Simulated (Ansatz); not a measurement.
Born–Oppenheimer molecular dynamics of C2H6Cl3NSi (13 atoms, charge 0, multiplicity 1). It goes on from the last frame of an earlier run, with new velocities.

These are results of RKS PBE/STO-3G in Ansatz, not measurements.

```yaml
ensemble: NVE (velocity Verlet)
time_step: 0.25 fs
steps_asked: 166
starting_velocities_drawn_for: 2000 K
seed: 238531
```

Frames 0.5 fs apart, positions in Å, forces in eV/Å.

Velocities at 20 fs (Å/ps):

```
Si -6.98 1.80 8.66
N 1.30 -1.94 -9.55
C -3.84 -4.34 18.73
H 59.22 -48.42 -36.48
H -12.39 -7.43 -70.25
H 37.80 25.79 2.64
C 9.51 -6.32 -10.57
H 11.55 45.73 -9.25
H -67.83 -8.46 -32.21
H 3.45 -46.37 11.02
Cl -6.39 4.56 4.10
Cl 4.36 -4.27 -6.78
Cl 4.22 3.77 0.66
```

```xyz
13
Properties=species:S:1:pos:R:3:forces:R:3 time_fs=20 energy_less_start_eV=0.553 T=1613
Si 0.034 0.036 0.034 -1.61 -0.38 -2.71
N -0.006 0.020 1.695 3.86 0.08 5.21
C -1.119 -0.267 2.634 -3.87 -0.15 -1.02
H -1.065 0.142 3.741 0.34 -0.83 -2.41
H -2.075 0.131 2.102 1.13 0.47 1.22
H -1.439 -1.355 2.545 1.06 0.20 1.14
C 1.352 0.330 2.530 -0.05 -2.01 -0.94
H 1.271 1.243 3.021 -1.64 2.90 1.87
H 1.912 -0.296 3.372 -1.87 -0.15 -2.34
H 2.065 0.666 1.794 1.30 -0.73 -1.21
Cl 1.935 -0.415 -0.723 0.37 0.36 0.10
Cl -0.906 1.824 -0.699 0.54 0.16 0.16
Cl -1.258 -1.308 -1.107 0.45 0.08 0.91
13
Properties=species:S:1:pos:R:3:forces:R:3 time_fs=20.5 energy_less_start_eV=0.388 T=1728
Si 0.030 0.037 0.038 -1.55 -0.39 -2.99
N -0.005 0.019 1.690 3.75 0.04 5.64
C -1.122 -0.269 2.643 -3.64 0.25 -2.57
H -1.036 0.117 3.720 0.16 -0.38 -1.54
H -2.079 0.128 2.068 1.47 0.29 1.78
H -1.419 -1.342 2.547 0.80 -0.42 1.12
C 1.356 0.326 2.524 -1.08 -0.75 -0.36
H 1.275 1.269 3.019 -1.41 1.70 1.21
H 1.876 -0.301 3.354 -1.50 -0.41 -1.83
H 2.069 0.642 1.798 1.70 -0.56 -1.60
Cl 1.932 -0.412 -0.721 0.38 0.36 0.10
Cl -0.904 1.822 -0.702 0.51 0.21 0.16
Cl -1.256 -1.306 -1.107 0.41 0.05 0.90
13
Properties=species:S:1:pos:R:3:forces:R:3 time_fs=21 energy_less_start_eV=0.308 T=1785
Si 0.026 0.038 0.042 -1.47 -0.39 -3.24
N -0.004 0.018 1.687 3.62 0.01 5.98
C -1.125 -0.272 2.652 -3.32 0.58 -4.26
H -1.005 0.091 3.696 0.06 0.16 -0.40
H -2.080 0.126 2.039 1.66 0.16 2.26
H -1.397 -1.330 2.553 0.53 -1.09 1.05
C 1.361 0.323 2.519 -2.06 0.73 -0.11
H 1.276 1.299 3.019 -1.14 0.44 0.53
H 1.837 -0.306 3.330 -1.05 -0.79 -1.14
H 2.076 0.617 1.798 1.94 -0.43 -1.82
Cl 1.929 -0.410 -0.719 0.38 0.36 0.10
Cl -0.902 1.820 -0.706 0.48 0.25 0.15
Cl -1.254 -1.304 -1.107 0.37 0.02 0.89
13
Properties=species:S:1:pos:R:3:forces:R:3 time_fs=21.5 energy_less_start_eV=0.330 T=1770
Si 0.022 0.039 0.046 -1.40 -0.40 -3.45
N -0.001 0.017 1.685 3.48 -0.02 6.22
C -1.128 -0.274 2.660 -2.98 0.80 -5.99
H -0.975 0.066 3.670 0.05 0.74 0.96
H -2.078 0.123 2.015 1.73 0.06 2.63
H -1.374 -1.320 2.561 0.27 -1.73 0.95
C 1.365 0.320 2.513 -2.88 2.26 -0.30
H 1.274 1.330 3.021 -0.85 -0.69 -0.05
H 1.794 -0.314 3.305 -0.56 -1.29 -0.29
H 2.088 0.591 1.794 1.97 -0.37 -1.80
Cl 1.926 -0.408 -0.717 0.38 0.36 0.10
Cl -0.899 1.818 -0.709 0.45 0.30 0.15
Cl -1.251 -1.302 -1.106 0.34 -0.01 0.88
13
Properties=species:S:1:pos:R:3:forces:R:3 time_fs=22 energy_less_start_eV=0.429 T=1701
Si 0.018 0.040 0.049 -1.32 -0.40 -3.61
N 0.002 0.017 1.684 3.33 -0.04 6.34
C -1.133 -0.275 2.667 -2.66 0.90 -7.56
H -0.944 0.042 3.647 0.14 1.29 2.32
H -2.071 0.121 1.998 1.69 -0.01 2.91
H -1.350 -1.315 2.571 0.04 -2.26 0.84
C 1.369 0.317 2.508 -3.43 3.69 -0.90
H 1.269 1.360 3.022 -0.56 -1.61 -0.51
H 1.751 -0.324 3.278 -0.09 -1.85 0.63
H 2.105 0.563 1.786 1.76 -0.37 -1.56
Cl 1.923 -0.405 -0.715 0.39 0.36 0.09
Cl -0.897 1.816 -0.713 0.42 0.34 0.14
Cl -1.249 -1.300 -1.105 0.30 -0.05 0.86
13
Properties=species:S:1:pos:R:3:forces:R:3 time_fs=22.5 energy_less_start_eV=0.536 T=1626
Si 0.015 0.041 0.052 -1.24 -0.41 -3.72
N 0.005 0.015 1.683 3.16 -0.05 6.32
C -1.137 -0.277 2.672 -2.33 0.86 -8.67
H -0.913 0.021 3.630 0.27 1.72 3.38
H -2.060 0.119 1.987 1.54 -0.04 3.06
H -1.326 -1.315 2.583 -0.13 -2.57 0.73
C 1.371 0.315 2.502 -3.64 4.89 -1.70
H 1.264 1.385 3.023 -0.30 -2.30 -0.83
H 1.707 -0.339 3.253 0.29 -2.35 1.47
H 2.126 0.535 1.774 1.35 -0.41 -1.12
Cl 1.919 -0.403 -0.713 0.39 0.36 0.08
Cl -0.895 1.814 -0.716 0.39 0.39 0.13
Cl -1.247 -1.298 -1.105 0.26 -0.09 0.85
13
Properties=species:S:1:pos:R:3:forces:R:3 time_fs=23 energy_less_start_eV=0.571 T=1602
Si 0.010 0.041 0.055 -1.16 -0.41 -3.76
N 0.009 0.015 1.684 2.96 -0.04 6.16
C -1.143 -0.279 2.675 -1.86 0.68 -9.02
H -0.881 0.004 3.620 0.32 1.94 3.85
H -2.046 0.117 1.984 1.26 -0.03 3.09
H -1.302 -1.322 2.597 -0.24 -2.57 0.63
C 1.373 0.313 2.496 -3.51 5.64 -2.39
H 1.258 1.405 3.021 -0.06 -2.78 -1.04
H 1.664 -0.360 3.232 0.51 -2.64 2.02
H 2.150 0.506 1.759 0.80 -0.46 -0.57
Cl 1.916 -0.401 -0.711 0.40 0.36 0.07
Cl -0.892 1.812 -0.719 0.36 0.44 0.12
Cl -1.245 -1.296 -1.104 0.21 -0.12 0.83
13
Properties=species:S:1:pos:R:3:forces:R:3 time_fs=23.5 energy_less_start_eV=0.490 T=1659
Si 0.006 0.042 0.057 -1.08 -0.41 -3.75
N 0.013 0.013 1.686 2.73 -0.02 5.86
C -1.148 -0.280 2.677 -1.11 0.35 -8.45
H -0.849 -0.008 3.619 0.19 1.92 3.58
H -2.028 0.115 1.988 0.85 0.04 2.96
H -1.279 -1.334 2.612 -0.32 -2.25 0.54
C 1.375 0.313 2.489 -3.08 5.78 -2.72
H 1.251 1.419 3.017 0.14 -3.07 -1.15
H 1.622 -0.386 3.215 0.56 -2.55 2.14
H 2.176 0.475 1.743 0.20 -0.48 0.00
Cl 1.913 -0.398 -0.709 0.41 0.36 0.06
Cl -0.890 1.810 -0.723 0.33 0.49 0.11
Cl -1.242 -1.294 -1.103 0.17 -0.16 0.81
13
Properties=species:S:1:pos:R:3:forces:R:3 time_fs=24 energy_less_start_eV=0.324 T=1775
Si 0.002 0.043 0.059 -0.99 -0.41 -3.68
N 0.018 0.013 1.689 2.46 0.01 5.43
C -1.154 -0.281 2.677 0.03 -0.15 -7.07
H -0.816 -0.015 3.627 -0.17 1.72 2.71
H -2.009 0.113 1.999 0.29 0.18 2.65
H -1.256 -1.352 2.629 -0.39 -1.65 0.45
C 1.376 0.314 2.482 -2.48 5.26 -2.61
H 1.245 1.425 3.010 0.31 -3.18 -1.18
H 1.582 -0.419 3.203 0.50 -2.02 1.82
H 2.203 0.444 1.726 -0.39 -0.45 0.53
Cl 1.910 -0.396 -0.707 0.41 0.35 0.04
Cl -0.887 1.808 -0.726 0.30 0.55 0.10
Cl -1.240 -1.293 -1.103 0.12 -0.21 0.79
13
Properties=species:S:1:pos:R:3:forces:R:3 time_fs=24.5 energy_less_start_eV=0.156 T=1892
Si -0.003 0.043 0.061 -0.90 -0.42 -3.55
N 0.024 0.012 1.693 2.13 0.05 4.90
C -1.160 -0.282 2.675 1.53 -0.81 -5.16
H -0.784 -0.018 3.642 -0.69 1.42 1.53
H -1.988 0.112 2.016 -0.46 0.40 2.14
H -1.235 -1.373 2.647 -0.47 -0.89 0.35
C 1.376 0.317 2.475 -1.87 4.17 -2.15
H 1.240 1.424 3.000 0.45 -3.13 -1.14
H 1.543 -0.457 3.196 0.43 -1.13 1.22
H 2.228 0.412 1.712 -0.92 -0.37 0.97
Cl 1.907 -0.393 -0.705 0.42 0.35 0.03
Cl -0.885 1.806 -0.729 0.27 0.60 0.09
Cl -1.238 -1.291 -1.102 0.08 -0.25 0.77
13
Properties=species:S:1:pos:R:3:forces:R:3 time_fs=25 energy_less_start_eV=0.075 T=1949
Si -0.007 0.044 0.063 -0.81 -0.42 -3.38
N 0.029 0.011 1.698 1.74 0.10 4.29
C -1.166 -0.284 2.673 3.29 -1.60 -3.03
H -0.753 -0.018 3.660 -1.27 1.11 0.34
H -1.969 0.111 2.039 -1.36 0.73 1.45
H -1.215 -1.397 2.666 -0.58 -0.08 0.23
C 1.376 0.320 2.467 -1.33 2.71 -1.54
H 1.235 1.415 2.988 0.56 -2.91 -1.02
H 1.504 -0.497 3.191 0.43 -0.09 0.52
H 2.251 0.378 1.699 -1.37 -0.24 1.31
Cl 1.904 -0.391 -0.702 0.43 0.35 0.01
Cl -0.883 1.804 -0.733 0.23 0.66 0.08
Cl -1.236 -1.289 -1.101 0.03 -0.30 0.75
13
Properties=species:S:1:pos:R:3:forces:R:3 time_fs=25.5 energy_less_start_eV=0.119 T=1917
Si -0.012 0.044 0.064 -0.71 -0.43 -3.16
N 0.036 0.010 1.704 1.29 0.14 3.61
C -1.171 -0.286 2.670 5.14 -2.46 -0.95
H -0.726 -0.016 3.679 -1.79 0.83 -0.68
H -1.953 0.112 2.065 -2.37 1.13 0.65
H -1.196 -1.421 2.685 -0.71 0.69 0.09
C 1.376 0.323 2.458 -0.91 1.05 -0.96
H 1.232 1.399 2.973 0.64 -2.51 -0.83
H 1.467 -0.537 3.188 0.51 0.93 -0.11
H 2.272 0.344 1.689 -1.72 -0.08 1.55
Cl 1.901 -0.388 -0.700 0.44 0.34 -0.01
Cl -0.880 1.802 -0.736 0.20 0.72 0.06
Cl -1.233 -1.287 -1.100 -0.02 -0.35 0.72
```

Of the whole run (42 fs, mean temperature of the second half 1618 K): The conserved energy stayed within 0.53 meV per atom of its start (net change 0.11 meV per atom), so the integration is sound. A run of 0.042 ps of so small a system gives no equilibrium averages. Limits of this set-up: minimal basis.

The run took 12 min on 1 thread of Arm Neoverse V1 (shared host), peak memory 0.12 GiB.
